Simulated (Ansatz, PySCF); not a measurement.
Gas-phase reaction in SMILES: Br[C](Br)Br → Br[C]Br + Br atom (the Br-C bond at the site shown breaks; other sites are not compared here)
Geometries: B3LYP-D3(BJ)/def2-TZVP minima from Ansatz (a first-principles code). Frequencies are from Ansatz or PySCF. Unstable Hartree-Fock reference: Br[C]Br. High T1 diagnostic, so coupled cluster is less sure: Br[C]Br.
Geometry of the first species:
```xyz
4

C      0.2839    -0.0644    -0.0203
Br     0.3475     1.7598    -0.4795
Br    -0.0002    -0.4914     1.7906
Br    -0.3960    -1.2574    -1.3076
```
Charge 0, spin multiplicity 2.

Quantity: bond dissociation energy (enthalpy at 298 K, with B3LYP-D3(BJ) rigid-rotor harmonic-oscillator terms), in eV. Cores are frozen in the correlated levels unless marked. UHF or UKS for open shells. No spin-orbit coupling. Frozen are the shells of the preceding noble gas and the d and f shells that filled before the atom's block. Non-relativistic. CBS marks a two-point X^-3 extrapolation of the correlation energy; Hartree-Fock from the larger set. [CCSD(T)-MP2]/basis is that difference in the basis named.

```json
[
 {"level": "PBE/def2-TZVPD", "program": "Ansatz", "bond dissociation energy (eV)": "2.56", "minus last row": "0.07"},
 {"level": "PBE-D3(BJ)/def2-TZVPD", "program": "Ansatz + dftd3", "bond dissociation energy (eV)": "2.64", "minus last row": "0.15"},
 {"level": "TPSSh-D3(BJ)/def2-TZVPD", "program": "PySCF + dftd3", "bond dissociation energy (eV)": "2.59", "minus last row": "0.10"},
 {"level": "TPSSh/def2-TZVPD", "program": "PySCF", "bond dissociation energy (eV)": "2.49", "minus last row": "0.00"},
 {"level": "HSE06-D4/def2-TZVPD", "program": "Ansatz + dftd4", "bond dissociation energy (eV)": "2.74", "minus last row": "0.25"},
 {"level": "B2PLYP-D3(BJ)/def2-TZVPD", "program": "Ansatz + dftd3", "bond dissociation energy (eV)": "2.51", "minus last row": "0.02"},
 {"level": "MP2/aug-cc-pVTZ", "program": "Ansatz", "bond dissociation energy (eV)": "2.70", "minus last row": "0.21"},
 {"level": "SCS-MP2/aug-cc-pVDZ", "program": "Ansatz", "bond dissociation energy (eV)": "2.32", "minus last row": "-0.17"},
 {"level": "SCS-MP2/cc-pVTZ", "program": "Ansatz", "bond dissociation energy (eV)": "2.42", "minus last row": "-0.07"},
 {"level": "CCSD/aug-cc-pVTZ", "program": "Ansatz", "bond dissociation energy (eV)": "2.38", "minus last row": "-0.11"},
 {"level": "CCSD(T)/6-31G", "program": "Ansatz", "bond dissociation energy (eV)": "2.14", "minus last row": "-0.35"},
 {"level": "CCSD(T)/cc-pVDZ", "program": "Ansatz", "bond dissociation energy (eV)": "2.10", "minus last row": "-0.39"},
 {"level": "RI-MP2/CBS(aug-cc-pVTZ,aug-cc-pVQZ)+[CCSD(T)-MP2]/aug-cc-pVTZ", "program": "Ansatz", "bond dissociation energy (eV)": "2.46", "minus last row": "-0.03"},
 {"level": "RI-MP2/CBS(cc-pVTZ,cc-pVQZ)+[CCSD(T)-MP2]/cc-pVTZ", "program": "Ansatz", "bond dissociation energy (eV)": "2.46", "minus last row": "-0.03"},
 {"level": "CCSD(T)/CBS(cc-pVTZ,cc-pVQZ)", "program": "Ansatz", "bond dissociation energy (eV)": "2.49", "minus last row": "0.00"}
]
```
